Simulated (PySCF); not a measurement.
Species: C₂H₇PSi₂.
SMILES: `[SiH2](P[SiH3])C#C`

A linear-response calculation (PySCF, def2-SVPD basis, gas phase, vertical, core orbitals frozen in the response) gave these numbers; the functional is withheld.

Orbital energies (eV): HOMO-3 -8.92, HOMO-2 -8.40, HOMO-1 -8.30, HOMO -7.42, LUMO -0.59, LUMO+1 -0.40, LUMO+2 0.01.

```
state  E (eV)       f   main configurations (H = HOMO, L = LUMO)
   S1    5.69   0.013         H→L+1 (52%), H→L (17%), H-2→L (9%)
   S2    5.82   0.103                     H→L (62%), H→L+1 (20%)
   S3    5.98  0.0093                   H-2→L (48%), H-1→L (25%)
   S4    6.15   0.014                    H→L+2 (67%), H→L+3 (8%)
   S5    6.25   0.023      H-2→L (22%), H-1→L (21%), H→L+3 (11%)
   S6    6.38  0.0066  H→L+3 (33%), H-1→L+1 (20%), H-2→L+1 (11%)
```

Triplets, Tamm–Dancoff:

| state | E (eV) | λ (nm) | main configurations (H = HOMO, L = LUMO) |
| --- | --- | --- | --- |
| T1 | 4.66 | 266.1 | H→L (35%), H-1→L (20%), H-2→L+1 (17%) |
| T2 | 5.07 | 244.7 | H-2→L+1 (35%), H→L (33%), H-1→L+1 (10%) |
| T3 | 5.15 | 240.8 | H→L+1 (33%), H-2→L (21%), H-1→L+1 (14%) |
| T4 | 5.36 | 231.5 | H→L+2 (34%), H-1→L (20%), H-2→L+1 (13%) |

Vertical ionisation energy by ΔSCF with the same functional: 9.19 eV. Mean static polarisability: 106.9 au.

**Question.** Which of these was used?
A. PBE0
B. HF
C. CAM-B3LYP
D. PBE

**Answer.** A. PBE0 is a global hybrid with 25% exact exchange. In this run −ε(HOMO) = 7.42 eV differs from the ΔSCF value by -1.77 eV, and S1 differs from the orbital gap of 6.83 eV by -1.14 eV. The ratio −ε(HOMO)/IP is 0.81. Usual ranges for neutral molecules in this basis: 0.7 to 0.83 with PBE0, 0.5 to 0.7 with PBE, 0.85 to 0.93 with CAM-B3LYP; Hartree–Fock can't fall below 1, since the ion's relaxation only lowers the ΔSCF value.

Level of theory: PySCF 2.14.0, density-fitted response routines, TDDFT PBE0/def2-SVPD, vertical, gas phase, core orbitals frozen in the response. Isolated species at its PBE0-D3(BJ)/def2-SVP geometry (one conformer only).

The values belong to the conformer `[CH:1]#[C:2][SiH2:3][PH:4][SiH3:5]`: C2–Si3–P4–Si5 -44°.
